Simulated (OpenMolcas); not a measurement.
**Pt5+: moving or changing the point charges**

Pt5+ among 8 point charges of -1.2 e arranged as a cube (Oh), 1.91 Å from the ion.

```
Program             : OpenMolcas 26.06
Method              : CASSCF
Basis               : ANO-RCC-VDZP [7s6p4d2f]
Scalar Hamiltonian  : DKH2, point nucleus
Active space        : 5 electrons in 5 orbitals (5d)
State averaging     : 2S+1 = 6 even, 1 root; 2S+1 = 4 even, 24 roots; 2S+1 = 2 even, 75 roots
Spin-orbit coupling : state interaction with AMFI integrals over the reference wave functions
```

Runs around this geometry, states (labels of O, the rotations of Oh). Energies in cm-1 above the lowest state or level, χT in cm3 K/mol; 10Dq and B are least-squares fits to the states below 45000 cm-1, weighted by degeneracy, with a free offset, and given where the rms deviation is under 5 % of |10Dq| (or 100 cm-1) and under 700 cm-1; 10Dq is negative for this site.

| R (Å) | q (e) | Ground state | 10Dq | B (rms of fit) | First gap with spin-orbit (degeneracies) | χT at 300 K | First state of another spin |
| --- | --- | --- | --- | --- | --- | --- | --- |
| 1.91 | -0.96 | 6A1 | -4163 | 974 (44) | 83.3 (4, 2) | 4.008 | 4T1 27888 |
| 1.74 | -1.2 | 6A1 | -8183 | 972 (88) | 161.7 (4, 2) | 3.891 | 4T1 24263 |
| 1.91 | -1.2 | 6A1 | -5224 | 974 (56) | 103.7 (4, 2) | 3.984 | 4T1 26996 |
| 2.01 | -1.2 | 6A1 | -4077 | 974 (45) | 82.3 (4, 2) | 4.009 | 4T1 27968 |

Taking |10Dq| as R^-n, n = -ln(4077 / 8183) / ln(2.01 / 1.74) = 4.8 between the shortest and longest distance. The point-charge formula for a cubic d site gives n = 5.

Scaling the charges by -0.96 / -1.2 = 0.80 scales |10Dq| by 4163 / 5224 = 0.80; with fixed orbitals a first-order splitting would follow the charge.

Without dynamic correlation the repulsion within the d shell is too large (B by tens of per cent), so at a given field states of lower spin stand too high. Point charges give a weaker field than real ligands, and real ions of this kind are as a rule low spin; the high spin found here belongs to the model. Point charges carry no covalency, so the field is a model and not that of real ligands. No measured value stands beside these numbers.
